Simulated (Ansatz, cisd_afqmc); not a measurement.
System: Zn, charge 1, doublet.

Total energies in cc-pwCVTZ-DK, 19 correlated electrons, 5 frozen orbitals. Open shells are spin-unrestricted; no spin-orbit coupling. The -DK rows use spin-free X2C, correlate 3s3p of the metal (1s2s2p frozen) and give its partners the cc-pVXZ-DK valence sets. AFQMC is phaseless with a CISD trial state; ± is one standard error, without the phaseless bias. Outlying blocks are dropped, and bars are widened where a walk drifts. Over all cases where full CI ran beside it in this data, AFQMC minus full CI had a median of +0.1 mEh and passed +0.4 mEh in a tenth of the cases. Open-shell metal atoms are single determinants, not pure terms.

| method | program | energy (Eh) | minus AFQMC/CISD (mEh) |
|---|---|---|---|
| HF | Ansatz | -1793.99023 | 877.0 ± 0.3 |
| MP2 | Ansatz | -1794.94549 | -78.3 ± 0.3 |
| CCSD | Ansatz | -1794.85064 | 16.6 ± 0.3 |
| CCSD(T) | Ansatz | -1794.86944 | -2.2 ± 0.3 |
| AFQMC/CISD | cisd_afqmc | -1794.8672 ± 0.0003 | 0.0 |

Ansatz is a quantum-chemistry and plane-wave program.
